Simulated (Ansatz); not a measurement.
P7⁺, relaxed as a singlet with RKS PBE-D4/def2-SVP in Ansatz, starting from the GFN2-xTB geometry. Force threshold 0.02 eV/Å.

The structure comes from a short search, and lower isomers may exist.

Start:

Cartesian coordinates in Å:
```
P -0.7766 0.9707 1.1598
P -0.4252 -1.3088 -1.2103
P 0.6173 1.6382 -0.5809
P -1.3284 0.7707 -1.0641
P 1.1035 -0.3763 1.4324
P 1.6309 -0.3710 -0.7629
P -0.8214 -1.3234 1.0259
```

**Question.** Estimate the energy that the relaxation releases and the steps that it takes.

**Answer.** 0.18 eV, in 6 steps; 6.5 s on 4 threads of Arm Neoverse V2 on a shared host. No frequencies were taken in this run, so the end may be a saddle point.

**Question.** Does the start keep its bonding and symmetry?

**Answer.** Bonds formed: P3–P5 (atoms count from 1). The end is the same structure that another start reached. Point group Cs at the start, C3v at the end, both within 0.05 Å.

**Question.** Predict the relaxed structure.

**Answer.** 
| atom | x (Å) | y (Å) | z (Å) |
| --- | --- | --- | --- |
| P1 | -1.078 | 0.900 | 1.162 |
| P2 | -0.533 | -1.357 | -1.232 |
| P3 | 0.783 | 1.595 | -0.408 |
| P4 | -1.242 | 0.846 | -1.098 |
| P5 | 1.208 | -0.171 | 1.355 |
| P6 | 1.580 | -0.478 | -0.860 |
| P7 | -0.718 | -1.336 | 1.079 |
Bond lengths: 12 × P–P 2.27 to 2.53 Å.
